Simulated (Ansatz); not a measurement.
Stepwise reaction of `[NH2][Zr]([NH2])([F])[Cl]` with hydrogen chloride, as a gas-phase model of exchange steps in deposition or etching. ΔE in kJ/mol; ΔG adds harmonic PBE0-D4 terms to CCSD(T)/CBS, at 1 bar.

Calculated with Ansatz (gas phase, PBE0-D4/def2-TZVP geometries, no zero-point term in ΔE). CBS: MP2 limit from def2 TZ/QZ plus the TZ coupled-cluster correction, frozen cores. This one scheme is used for every species. DFT in def2-TZVPP. B3LYP here is the variant with VWN-RPA as its local correlation; programs differ in this. Elements past krypton have def2 core potentials. For Zr outer-core shells are correlated without core-valence functions, which leaves a few kJ/mol of doubt a bond. One conformer a species, not always the lowest.

| step | reaction | PBE-D4 | B3LYP-D4 | ωB97M-V | CCSD(T)/CBS | ΔG(400 K) |
| --- | --- | --- | --- | --- | --- | --- |
| 1 | `[NH2][Zr]([NH2])([F])[Cl]` + HCl → `[NH2][Zr]([F])([Cl])[Cl]` + NH₃ | -98.6 | -99.3 | -99.6 | -99.7 | -90.7 |
| 2 | `[NH2][Zr]([F])([Cl])[Cl]` + HCl → `[F][Zr]([Cl])([Cl])[Cl]` + NH₃ | -86.7 | -86.4 | -85.7 | -87.1 | -71.0 |

**Question.** By hand: ΔE of the 2 steps together at CCSD(T)/CBS.

**Answer.** (-99.7) + (-87.1) = -186.8 kJ/mol, or -93.4 kJ/mol a step.

In ΔE each step is higher than the one before. All are downhill at CCSD(T)/CBS. ΔG lies between -90.7 and -71.0 kJ/mol a step. PBE-D4 differs from CCSD(T)/CBS by 0.4 to 1.1 kJ/mol a step. Only this route is followed, and other bonds may react first. Isolated molecules leave out the surface, adducts and barriers. Largest T1 diagnostic: 0.016.
